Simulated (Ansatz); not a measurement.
Compare A (`[CH3][Ge]1([OH])[CH2][NH]1`) with its isomer B (`C[C](=N)[GeH2][OH]`).

Calculated with Ansatz (gas phase, PBE0-D4/def2-TZVP geometries, no zero-point term in ΔE). CCSD(T)/CBS is the MP2 limit (def2-TZVPP, def2-QZVPP) plus CCSD(T) − MP2 in def2-TZVPP, frozen cores. DFT in def2-TZVPP. B3LYP here is the variant with VWN-RPA as its local correlation; programs differ in this. For Ge outer-core shells are correlated without core-valence functions, which leaves a few kJ/mol of doubt a bond. Scalar relativity is left out up to krypton. Each species was taken in one conformer, which may not be the lowest.

(1) Which isomer does CCSD(T)/CBS put lower? Give the gap. (Best estimate.)

(2) Give E(B) − E(A) in kJ/mol with r2SCAN-D4, ωB97M-V, HF/def2-TZVPP, B3LYP, MP2/def2-TZVPP, B3LYP-D4, PBE0-D4. (Best estimate.)

Largest T1 diagnostic: 0.012.

Results:

(1) The calculation gave: B, by 28.7 kJ/mol.

(2) The calculation gave: r2SCAN-D4 -32.9, ωB97M-V -35.2, HF/def2-TZVPP -64.7, B3LYP -46.8, MP2/def2-TZVPP -21.1, B3LYP-D4 -48.0, PBE0-D4 -29.4. None reverses the order clearly.

From PBE to PBE0 (25 % exact exchange), in def2-TZVPP and without D4, E(B) − E(A) moves by +3.4 kJ/mol. In def2-TZVPP, CCSD(T) changes the Hartree–Fock value by +30.1 kJ/mol (the triples alone add +2.0 kJ/mol) and MP2 by +43.6 kJ/mol.
